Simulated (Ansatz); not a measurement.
Species: C2H6Cl2Si2 (charge 0, singlet). 
Coordinates optimised at B3LYP-D3(BJ)/def2-TZVP (Ansatz, a program for electronic structure):
```
C
C 1 1.3389
H 2 1.0872 1 122.45
H 2 1.0872 3 115.10 1 180.00
Si 1 1.8602 2 119.00 3 177.86
H 5 1.4745 1 111.79 2 -114.32
H 5 1.4777 6 110.80 1 -122.43
Si 1 1.8602 2 119.00 3 -2.14
H 8 1.4745 1 111.79 2 -114.32
H 8 1.4777 9 110.80 1 -122.43
Cl 5 2.0709 6 106.94 7 -118.26
Cl 8 2.0709 9 106.94 10 -118.26
```

Quantity: vertical ionisation energy (to the doublet state of charge +1; each state is the SCF solution reached for its spin; for the doublet T1 is 0.135), in eV. Correlated levels leave the core frozen unless marked. Open shells are spin-unrestricted. No spin-orbit coupling. Non-relativistic.  The program attaches cautions to a run behind MP2/aug-cc-pV(D+d)Z: other amplitudes. The program attaches cautions to a run behind CCSD(T)/aug-cc-pV(D+d)Z: other amplitudes.

```json
[
 {"level": "HF/aug-cc-pV(T+d)Z", "program": "Ansatz", "vertical ionisation energy (eV)": "9.36"},
 {"level": "SVWN5/def2-TZVPD", "program": "Ansatz", "vertical ionisation energy (eV)": "9.80"},
 {"level": "PBE/def2-TZVPD", "program": "Ansatz", "vertical ionisation energy (eV)": "9.68"},
 {"level": "r2SCAN/def2-TZVPD", "program": "Ansatz", "vertical ionisation energy (eV)": "9.89"},
 {"level": "B3LYP/def2-TZVPD", "program": "Ansatz", "vertical ionisation energy (eV)": "10.11"},
 {"level": "wB97M-V/def2-TZVPD", "program": "Ansatz", "vertical ionisation energy (eV)": "10.49"},
 {"level": "MP2/aug-cc-pV(D+d)Z", "program": "Ansatz", "vertical ionisation energy (eV)": "10.99"},
 {"level": "RI-MP2/aug-cc-pV(Q+d)Z", "program": "Ansatz", "vertical ionisation energy (eV)": "11.14"},
 {"level": "CCSD(T)/aug-cc-pV(D+d)Z", "program": "Ansatz", "vertical ionisation energy (eV)": "10.47"}
]
```
